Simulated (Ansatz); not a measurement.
Mg₄H₆. Charge 0, multiplicity 1. Geometry r2SCAN-D4/def2-SVP, basis def2-TZVP, Ansatz.

```xyz
10

Mg    0.045    0.917    0.791
Mg   -0.090   -0.866   -1.428
Mg    0.257   -1.958    1.324
Mg   -0.412    2.099   -1.868
H    -0.615    3.425   -2.934
H    -1.002   -0.414    1.436
H     1.282   -0.427    0.393
H    -0.158   -2.421   -0.474
H    -0.055    2.549    0.096
H     0.748   -2.904    2.663
```

```tsv
run	HOMO (eV)	LUMO (eV)
A	-5.01	-2.66
B	-7.47	-0.65
C	-5.80	-2.05
D	-5.43	-2.25
E	-5.13	-2.47
```

Another isomer (singlet) lies 0.24 eV lower at PBE0-D4/def2-TZVP; other spin states weren't run for this one.

The runs used PBE, PBE0, r2SCAN, r2SCANh, ωB97M-V. Estimate which is which.

A PBE (0 % exact exchange); B ωB97M-V (range-separated); C PBE0 (25 % exact exchange); D r2SCANh (10 % exact exchange); E r2SCAN (0 % exact exchange). Exact exchange lowers occupied and raises empty levels; among semilocal functionals meta-GGAs tend to open the gap a little, and such runs are hard to tell apart. The gap grows from 2.35 eV (PBE) to 6.81 eV (ωB97M-V).
